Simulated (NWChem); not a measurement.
A calculation on germanium monoxide (GeO)

```xyz
2

Ge     0.0000     0.0000     0.3297
O      0.0000     0.0000    -1.3189
```
Charge 0, spin multiplicity 1.

The numbers come from NWChem runs, not from measurements. Structure: optimised with PBE/def2-SVP, a minimum by its harmonic frequencies.

Symmetry labels belong to the abelian group C2v used in the runs, with the axes of the coordinates shown; states degenerate in a higher group split over its labels.

The Hamiltonian is non-relativistic.

Question: List the lowest 3 singlet excitations that TD-CAM-B3LYP/def2-SVPD gives, with oscillator strengths.

Answer: 
| state | symmetry | energy (eV) | wavelength (nm) | f |
|---|---|---|---|---|
| 1 | a2 | 4.64 | 267 | 0.000 |
| 2 | b1 | 4.98 | 249 | 0.039 |
| 3 | b2 | 4.98 | 249 | 0.039 |
